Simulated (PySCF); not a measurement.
PySCF job for Cd(H)(Me) (CH4Cd), SMILES [CH3][CdH], B3LYP-D3(BJ)/def2-TZVP. The structure is a stationary point at B3LYP-D3(BJ)/def2-TZVP. The def2 effective core potentials stand for the cores of Cd; spin–orbit coupling is left out.

```python
import numpy as np
from pyscf import gto, scf, dft, df
from pyscf.hessian import thermo

mol = gto.M(
    atom='''
    Cd   -0.00000000   -0.00000000   -0.32145826
    H     0.00000001    0.00000001   -2.00398901
    C     0.00000000    0.00000000    1.81102925
    H     0.88569205    0.51135455    2.18926997
    H     0.00000000   -1.02270909    2.18926996
    H    -0.88569205    0.51135454    2.18926997
    ''',
    basis='def2-TZVP',
    ecp={'Cd': 'def2-tzvp'},
    charge=0,
    spin=0,
    max_memory=1600,
    verbose=3,
)
mf = dft.RKS(mol, xc='b3lyp').density_fit(auxbasis='def2-universal-jkfit')
mf.disp = 'd3bj'
mf.grids.level = 3
mf.conv_tol = 1e-11
mf.max_cycle = 100
mf.kernel()

# [left out here: the lines that compute and print the analytic Hessian (its translational invariance restored by hand, since the grid's response is missing), thermochemistry and intensities]
```

Program output:

```
converged SCF energy = -208.335558079922

WARN: DFTD3 does not support analytical Hessian, using finite difference


WARN: Mole.unit (angstrom) is changed to Bohr

Mode                                 0                   1                   2
Irrep
Freq [cm^-1]                      424.7682            424.7699            491.5555
Reduced mass [au]                   1.0269              1.0269              4.3369
Force const [Dyne/A]                0.1092              0.1092              0.6174
Char temp [K]                     611.1469            611.1493            707.2389
Normal mode                   x     y     z       x     y     z       x     y     z
       0  Cd                -0.00  0.01  0.00    0.01  0.00 -0.00    0.00 -0.00  0.03
       1   H                 0.04 -0.91 -0.00   -0.91 -0.04 -0.00   -0.00  0.00  0.04
       2   C                 0.00 -0.01  0.00   -0.01 -0.00 -0.00   -0.00  0.00 -0.24
       3   H                 0.01 -0.12  0.12   -0.11 -0.00  0.23   -0.00 -0.00 -0.24
       4   H                 0.01 -0.11 -0.26   -0.12 -0.01 -0.01    0.00  0.00 -0.24
       5   H                 0.00 -0.12  0.14   -0.11 -0.01 -0.22    0.00 -0.00 -0.24
Mode                                 3                   4                   5
Irrep
Freq [cm^-1]                      710.5545            710.5669           1187.7279
Reduced mass [au]                   1.1862              1.1862              1.1938
Force const [Dyne/A]                0.3529              0.3529              0.9922
Char temp [K]                    1022.3297           1022.3475           1708.8760
Normal mode                   x     y     z       x     y     z       x     y     z
       0  Cd                 0.00 -0.01 -0.00   -0.01 -0.00 -0.00    0.00 -0.00 -0.00
       1   H                -0.14  0.28 -0.00    0.28  0.14 -0.00   -0.00  0.00  0.05
       2   C                -0.05  0.10  0.00    0.10  0.05  0.00   -0.00  0.00 -0.12
       3   H                 0.10 -0.19  0.05   -0.13 -0.06  0.65   -0.17 -0.10  0.49
       4   H                 0.09 -0.13 -0.59   -0.19 -0.06 -0.28   -0.00  0.20  0.49
       5   H                 0.04 -0.16  0.54   -0.16 -0.11 -0.37    0.17 -0.10  0.49
Mode                                 6                   7                   8
Irrep
Freq [cm^-1]                     1460.8671           1460.8712           1778.2257
Reduced mass [au]                   1.0595              1.0595              1.0176
Force const [Dyne/A]                1.3322              1.3322              1.8957
Char temp [K]                    2101.8625           2101.8685           2558.4708
Normal mode                   x     y     z       x     y     z       x     y     z
       0  Cd                 0.00  0.00  0.00    0.00 -0.00  0.00    0.00 -0.00  0.01
       1   H                -0.00 -0.01  0.00   -0.01  0.00 -0.00    0.00  0.00 -0.99
       2   C                 0.02  0.06  0.00    0.06 -0.02 -0.00   -0.00 -0.00 -0.01
       3   H                 0.35 -0.40 -0.20   -0.15  0.48 -0.21   -0.01 -0.01  0.02
       4   H                -0.17  0.14  0.28   -0.70 -0.03 -0.07    0.00  0.01  0.02
       5   H                -0.38 -0.58 -0.08    0.02 -0.25  0.28    0.01 -0.01  0.02
Mode                                 9                  10                  11
Irrep
Freq [cm^-1]                     3036.0830           3114.8078           3114.8223
Reduced mass [au]                   1.0302              1.1016              1.1016
Force const [Dyne/A]                5.5952              6.2972              6.2972
Char temp [K]                    4368.2475           4481.5150           4481.5358
Normal mode                   x     y     z       x     y     z       x     y     z
       0  Cd                 0.00  0.00 -0.00    0.00 -0.00 -0.00   -0.00 -0.00 -0.00
       1   H                 0.00 -0.00  0.01    0.00 -0.00  0.00   -0.00 -0.00  0.00
       2   C                 0.00 -0.00  0.04    0.07 -0.05 -0.00   -0.05 -0.07 -0.00
       3   H                -0.47 -0.27 -0.17   -0.22 -0.15 -0.10    0.59  0.33  0.25
       4   H                -0.00  0.54 -0.17    0.02  0.45 -0.17   -0.01  0.57 -0.21
       5   H                 0.47 -0.27 -0.17   -0.62  0.36  0.27    0.08 -0.07 -0.04
temperature 298.1500 [K]
pressure 101325.00 [Pa]
Rotational constants [GHz] 159.78322 7.17986 7.17986
Symmetry number 3
Zero-point energy (ZPE) 0.04081 [Eh]   107159.205 [J/mol]
                           tot       elec      trans        rot        vib
Entropy [J/mol/K]       261.793      0.000    169.303     79.545     12.945
Cv [J/mol/K]             50.601      0.000     12.472     12.472     25.658
Cp [J/mol/K]             58.916      0.000     20.786     12.472     25.658
Internal energy [J/mol]                      3718.434   3718.434 109916.377
Internal energy [Eh]   -208.29086  -208.33556
Enthalpy [J/mol]                             6197.391   3718.434 109916.377
Enthalpy [Eh]          -208.28992
Gibbs free energy [J/mol]                  -44280.384 -19997.806 106056.829
Gibbs free energy [Eh] -208.31965
static polarisability / bohr^3: [[ 3.6060e+01  0.0000e+00 -0.0000e+00]
 [ 0.0000e+00  3.6060e+01 -2.0000e-03]
 [-0.0000e+00  0.0000e+00  6.3154e+01]]
largest difference of analytic and finite-field dipole derivatives / e: 0.0009184952995040518
mode   freq/cm-1   IR/(km/mol)   Raman/(A^4/amu)   depolarisation
   1      424.77        36.878             3.986            0.750
   2      424.77        36.881             3.990            0.750
   3      491.56        14.076            30.586            0.231
   4      710.55        57.086             3.155            0.750
   5      710.57        57.086             3.147            0.750
   6     1187.73         1.479            52.696            0.247
   7     1460.87         0.640             3.476            0.750
   8     1460.87         0.640             3.476            0.750
   9     1778.23       312.118           291.302            0.260
  10     3036.08        21.243           158.110            0.000
  11     3114.81        12.569           101.042            0.750
  12     3114.82        12.570           101.070            0.750
max |gradient| / (hartree/bohr): 4.6311295379801386e-05
APT charges: [ 0.673  -0.3588 -0.2344 -0.0266 -0.0266 -0.0266]
```

The calculation finished and met its thresholds.

Cost: very roughly 70 core-seconds.
